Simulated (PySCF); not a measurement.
Job for PySCF: R-B3LYP/6-31G* on N2 (SMILES N#N) with ghost functions, monomers drawn apart or pushed together.

```python
from pyscf import gto, scf, dft, mp
from pyscf.data.elements import chemcore

mol = gto.M(
    atom='''
    N     0.10233743   -0.33449021    0.15443636
    N     0.10422743   -0.33848157   -0.93595964
    ghost-Br    0.08799887   -0.29406723    4.97283530
    ghost-H    0.09356222   -0.31101324    3.54723323
    ''',
    basis='6-31g*',
    cart=True,
    charge=0, spin=0, verbose=3, max_memory=1800)
mf = dft.RKS(mol, xc='b3lyp')
mf.conv_tol = 1e-8
mf.max_cycle = 100
mf.kernel()
if not mf.converged:
    mf = mf.newton().run(mf.mo_coeff, mf.mo_occ)
```

Output:

```
converged SCF energy = -109.523625912933
```

The run converged.

Cost: about 2.0 core-seconds (a rough figure).
